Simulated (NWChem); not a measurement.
# A calculation on H2Sb (+1)

```xyz
3

Sb     0.0000     0.0000    -0.0457
H      1.2150     0.0000     1.1664
H     -1.2150     0.0000     1.1664
```
Charge +1, spin multiplicity 1.

Program: NWChem. Structure: optimised with PBE0/def2-SVP with def2 effective core potentials on Sb, a minimum by its harmonic frequencies.

Symmetry labels belong to the abelian group C2v used in the runs, with the axes of the coordinates shown; states degenerate in a higher group split over its labels.

Effective core potentials replace the inner electrons of Sb; spin-orbit coupling is left out. B3LYP has NWChem's definition, with VWN1-RPA local correlation. The spin multiplicity of the parent species was assumed, not shown to be that of its ground state. The structure started from a generated list of species.

**Question.** List the lowest 6 singlet excitations that TD-B3LYP/def2-SVPD with def2 effective core potentials on Sb, VWN1-RPA local correlation gives, with oscillator strengths.

**Answer.** 
| state | symmetry | energy (eV) | wavelength (nm) | f |
|---|---|---|---|---|
| 1 | b2 | 2.41 | 514 | 0.006 |
| 2 | a2 | 3.56 | 348 | 0.000 |
| 3 | b1 | 7.76 | 160 | 0.124 |
| 4 | a1 | 8.10 | 153 | 0.074 |
| 5 | a1 | 9.51 | 130 | 0.336 |
| 6 | a1 | 10.00 | 124 | 0.009 |
